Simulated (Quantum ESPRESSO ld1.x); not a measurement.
The numbers below are computed, except where a source is named.
Problem. Excited configurations of Os+: one electron is placed in a higher orbital outside [Xe] 4f14 5d6. The ground configuration is [Xe] 4f14 5d6 6s1. Level of theory: Dirac Kohn-Sham, PBE, spin-unpolarised, spherical densities, point nucleus; open shells fill j = l - 1/2 first (ld1.x of Quantum ESPRESSO 7.5). Excitation = E - E(ground); binding = E(ion) - E, where the ion is the core of charge +2; n* = 2/sqrt(2 binding) in atomic units, and the quantum defect is n - n*.

outer orbital  excitation (eV)  binding (eV)     n*  quantum defect  eigenvalue (eV)  <r> (bohr)
5f5/2                   13.268         3.566  3.907           1.093           -2.494       8.430
6p1/2                    5.388        11.445  2.181           3.819           -8.382       3.453
6d3/2                   11.325         5.508  3.143           2.857           -3.989       6.203
6f5/2                   14.396         2.437  4.726           1.274           -1.820       14.27
7s1/2                   10.142         6.691  2.852           4.148           -5.265       6.364
7d3/2                   13.514         3.319  4.049           2.951           -2.550       11.44
7f5/2                   15.092         1.741  5.591           1.409           -1.359       21.52

Estimate the row for 7p1/2.

Solution. excitation (eV) 11.525; binding (eV) 5.308; n* 3.202; quantum defect 3.798; eigenvalue (eV) -4.136; <r> (bohr) 7.582. The Delta-SCF ionisation energy is 16.833 eV (NIST Atomic Spectra Database: 17 eV, semi-empirical). Self-interaction in the functional shifts the binding energies and quantum defects, so they are the method's values and not measured ones. Spin polarisation and multiplet splitting are left out, so open shells lie too high by an amount that depends on their filling.

Beside tabulated values, note that spin-unpolarised runs miss the spin-polarisation part of the exchange energy of open shells.
